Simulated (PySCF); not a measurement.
CH6GeOSi, SMILES C[O][Ge][SiH3] (connectivity only; charge and spin as stated), neutral, multiplicity 1. Atoms are numbered in the order given.

```xyz
10

Ge     0.9456     0.1552     0.0000
O     -0.2085     1.5236     0.0000
C     -1.6126     1.5990     0.0000
H     -2.0968     0.6052     0.0000
H     -1.9559     2.1510     0.8922
H     -1.9559     2.1510    -0.8922
Si    -0.6996    -1.7845     0.0000
H     -1.5915    -1.8023    -1.2059
H     -1.5915    -1.8023     1.2059
H      0.0698    -3.0696     0.0000
```

Geometry: B3LYP-D3(BJ)/def2-SVP. The structure was generated by enumeration; whether it is a known compound was not checked. One conformer was computed; it need not be the lowest.

All values below come from TDDFT-PBE/def2-SVPD in PySCF.

Vertical excitations.  State labels are in the subgroup Cs.

```json
[
 {"state": "S1", "symmetry": "A\"", "energy (eV)": "2.33", "λ (nm)": "533", "f": "0.002", "main pairs": "HOMO→LUMO 100 %"},
 {"state": "S2", "symmetry": "A\"", "energy (eV)": "4.02", "λ (nm)": "309", "f": "0.004", "main pairs": "HOMO−1→LUMO 99 %"},
 {"state": "S3", "symmetry": "A'", "energy (eV)": "4.65", "λ (nm)": "267", "f": "0.040", "main pairs": "HOMO−2→LUMO 71 %, HOMO→LUMO+1 21 %"},
 {"state": "S4", "symmetry": "A'", "energy (eV)": "4.72", "λ (nm)": "262", "f": "0.046", "main pairs": "HOMO→LUMO+1 71 %, HOMO−2→LUMO 23 %"},
 {"state": "S5", "symmetry": "A\"", "energy (eV)": "4.87", "λ (nm)": "254", "f": "0.000", "main pairs": "HOMO−3→LUMO 99 %"},
 {"state": "S6", "symmetry": "A'", "energy (eV)": "5.12", "λ (nm)": "242", "f": "0.004", "main pairs": "HOMO−4→LUMO 85 %"},
 {"state": "S7", "symmetry": "A'", "energy (eV)": "5.30", "λ (nm)": "234", "f": "0.013", "main pairs": "HOMO→LUMO+3 86 %"},
 {"state": "S8", "symmetry": "A'", "energy (eV)": "5.69", "λ (nm)": "218", "f": "0.379", "main pairs": "HOMO→LUMO+2 52 %, HOMO→LUMO+4 24 %"},
 {"state": "S9", "symmetry": "A'", "energy (eV)": "5.90", "λ (nm)": "210", "f": "0.209", "main pairs": "HOMO→LUMO+4 73 %, HOMO→LUMO+2 15 %"},
 {"state": "S10", "symmetry": "A\"", "energy (eV)": "5.98", "λ (nm)": "207", "f": "0.006", "main pairs": "HOMO→LUMO+5 93 %"},
 {"state": "T1", "symmetry": "A\"", "energy (eV)": "1.63", "λ (nm)": "763", "f": "0", "main pairs": "HOMO→LUMO 99 %"},
 {"state": "T2", "symmetry": "A'", "energy (eV)": "3.56", "λ (nm)": "348", "f": "0", "main pairs": "HOMO−2→LUMO 99 %"},
 {"state": "T3", "symmetry": "A\"", "energy (eV)": "3.63", "λ (nm)": "341", "f": "0", "main pairs": "HOMO−1→LUMO 99 %"},
 {"state": "T4", "symmetry": "A'", "energy (eV)": "3.97", "λ (nm)": "312", "f": "0", "main pairs": "HOMO→LUMO+1 98 %"}
]
```
Triplets are in the Tamm–Dancoff approximation, which puts them higher than full response would, so one can lie above its singlet here.
